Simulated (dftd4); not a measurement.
H3O3Zr (SMILES [OH][Zr+]([OH])[OH]), charge +1, singlet, at a GFN2-xTB geometry (such geometries of metal compounds can be far from the true shape) (the multiplicity is a formal guess); D4 for pbe (dftd4).

Here is a job for dftd4.
```
$ dftd4 mol.xyz --func pbe --charge 1 --json dftd4.json --noedisp --grad

# file mol.xyz
7

Zr    -0.00000000     0.00000000    -0.00000000
O      1.73087780    -0.30028533    -0.50620704
H      2.64521877    -0.45891189    -0.77361230
O     -0.62364378    -0.68582318     1.57577593
H     -0.95308533    -1.04811117     2.40818392
O     -1.10723402     0.98610851    -1.06956890
H     -1.69213344     1.50702306    -1.63457162
```

Q: Write the output that dftd4 gives for this input, abridged.

A: 
```
                    ____  _____ _____     ____  _  _
      -------------|  _ \|  ___|_   _|---|  _ \| || |------------
     |             | | | | |_    | | ___ | | | | || |_           |
     |             | |_| |  _|   | ||___|| |_| |__   _|          |
     |             |____/|_|     |_|     |____/   |_|            |
     |             ===================================           |
     |            E. Caldeweyher, S. Ehlert & S. Grimme          |
     |          Mulliken Center for Theoretical Chemistry        |
     |                    University of Bonn                     |
      -----------------------------------------------------------

Rational (Becke-Johnson) damping: pbe-D4-ATM
---------------------
  s6         1.0000
  s8         0.9595
  s9         1.0000
  a1         0.3857
  a2         4.8069
 alp        16.0000
--------------------

Dispersion energy:      -4.1510717501307E-03 Eh

Gradient norm:           6.5228944212867E-04 Eh/a0
--------------------------------------------------
     #    Z           dE/dx      dE/dy      dE/dz
--------------------------------------------------
     1   40 Zr    1.230E-12  8.929E-13 -3.978E-13
     2    8 O     3.146E-04 -5.458E-05 -9.202E-05
     3    1 H     1.677E-04 -2.910E-05 -4.906E-05
     4    8 O    -1.134E-04 -1.247E-04  2.864E-04
     5    1 H    -6.044E-05 -6.646E-05  1.527E-04
     6    8 O    -2.013E-04  1.792E-04 -1.944E-04
     7    1 H    -1.073E-04  9.556E-05 -1.037E-04
--------------------------------------------------

Virial:
--------------------------------------------------
      component           x          y          z
--------------------------------------------------
          x       2.874E-03 -7.380E-04 -4.206E-04
          y      -7.380E-04  9.556E-04 -1.236E-03
          z      -4.206E-04 -1.236E-03  2.421E-03
--------------------------------------------------

[Info] Dispersion results written to 'dftd4.txt'
[Info] JSON dump of results written to 'dftd4.json'
```
